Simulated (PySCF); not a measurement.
**Radial density of S (sulfur, neutral)**

M06-L, [Ne] 3s2 3p4, high-spin 3P determinant. Computed with PySCF 2.14 in aug-cc-pVDZ-DK, with scalar relativity by spin-free X2C-1e.

```
r (bohr)  4πr²ρ (e/bohr)  4πr²(ρα − ρβ)
 0.00136         0.07247         0.0000
 0.00229          0.1939         0.0000
 0.00385          0.4970         0.0001
 0.00648           1.246         0.0002
  0.0109           2.976         0.0004
  0.0183           6.506         0.0010
  0.0308           12.18         0.0027
  0.0518           17.61         0.0096
  0.0872           17.12         0.0373
   0.147           12.24         0.1220
   0.247           15.24         0.2258
   0.415           16.44         0.1136
   0.698           5.769         0.0619
    1.17           3.158         0.8709
    1.97           2.889         0.9994
    3.32          0.5881         0.2060
    5.59         0.01607         0.0025
    9.40       8.619e-05        -0.0001
```

Densities and radii are taken from the X2C orbitals without a picture-change correction, which distorts them close to the nucleus.
